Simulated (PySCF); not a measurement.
A structure optimised at TPSSh-D3(BJ)/def2-SVP, used in a PySCF frequency run:

```xyz
5

I     -1.8264     0.0000    -0.0909
C      0.0000     0.0000     1.0511
I      1.8264     0.0000    -0.0909
H      0.0000    -0.9064     1.6634
H      0.0000     0.9064     1.6634
```

Problem. Write its SMILES, formula and point group.

Solution. ICI, CH₂I₂, C2v

Problem. What are its rotational constants (standard atomic weights)?

Solution. 22.547, 0.59578, 0.58266 GHz
